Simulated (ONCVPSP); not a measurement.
## Cutoff test, manganese, ONCV

manganese, optimised norm-conserving Vanderbilt (ONCV), made with ONCVPSP 4.0.1 (PBEsol, scalar-relativistic). Core [Ne], reference 3s2 3p6 3d5 4s2. Waves: 3s+4s: rc 1.60 bohr, ncon 4, nbas 7, qcut 6.8 1/bohr, 2 projectors; 3p: rc 1.30 bohr, ncon 4, nbas 7, qcut 9.6 1/bohr, 2 projectors, debl 2.1 Ha; 3d: rc 1.25 bohr, ncon 3, nbas 8, qcut 10.8 1/bohr, local. Local part: the d channel. Core correction: polynomial model core, fcfact 0.35.

Question: For each optimised wave give the share of its norm inside rc, the residual kinetic energy above qcut (Ha) and the cutoffs (Ha) for errors of 10, 1, 0.1 and 0.01 mHa per electron.

Answer:

```tsv
wave	norm inside rc	residual KE	10 mHa	1 mHa	0.1 mHa	0.01 mHa
3s	0.975	5.8e-06	8.4	10.8	14.1	22.1
4s	0.067	2.2e-05	6.1	9.0	18.9	33.5
3p	0.864	7.8e-07	23.6	30.5	36.5	41.4
p projector 2	0.041	1.3e-07	16.9	24.5	31.2	36.8
3d	0.626	3.1e-05	41.0	48.6	54.6	130.5
```

The occupied waves need 49 Ha and 55 Ha for 1 and 0.1 mHa.
